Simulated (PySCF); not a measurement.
SMILES C[Si]N(C)C, singlet, PBE0/def2-SVP optimised geometry.

```
14

Si     0.03    -1.21     0.00
C      1.94    -1.21     0.00
H      2.37    -0.72    -0.89
H      2.31    -2.25     0.00
H      2.37    -0.72     0.89
N     -0.32     0.49     0.00
C     -1.71     0.91     0.00
C      0.59     1.61     0.00
H     -1.95     1.52     0.89
H     -1.95     1.52    -0.89
H     -2.37     0.02     0.00
H      0.43     2.25    -0.89
H      0.43     2.25     0.89
H      1.63     1.28     0.00
```

Density from PBE0/def2-TZVP in PySCF at that geometry.

Minimum of the electron density along straight lines between bonded atoms, close to the bond critical point (lines longer than 1.1 times the sum of covalent radii, or with two minima, are not listed):

| bond | length / Å | ρ at the minimum / e bohr⁻³ | ∇²ρ there / e bohr⁻⁵ | position (fraction from the first atom) |
|---|---|---|---|---|
| Si1–C2 | 1.918 | 0.113 | 0.14 | 0.39 |
| C2–H3 | 1.104 | 0.262 | -0.84 | 0.64 |
| C2–H4 | 1.101 | 0.266 | -0.87 | 0.64 |
| C2–H5 | 1.105 | 0.262 | -0.84 | 0.64 |
| Si1–N6 | 1.739 | 0.124 | 0.56 | 0.40 |
| N6–C7 | 1.449 | 0.272 | -0.72 | 0.60 |
| N6–C8 | 1.444 | 0.274 | -0.73 | 0.60 |
| C7–H9 | 1.106 | 0.272 | -0.92 | 0.64 |
| C7–H10 | 1.106 | 0.272 | -0.92 | 0.64 |
| C7–H11 | 1.100 | 0.277 | -0.96 | 0.65 |
| C8–H12 | 1.106 | 0.272 | -0.92 | 0.64 |
| C8–H13 | 1.106 | 0.272 | -0.92 | 0.64 |
| C8–H14 | 1.097 | 0.279 | -0.97 | 0.65 |
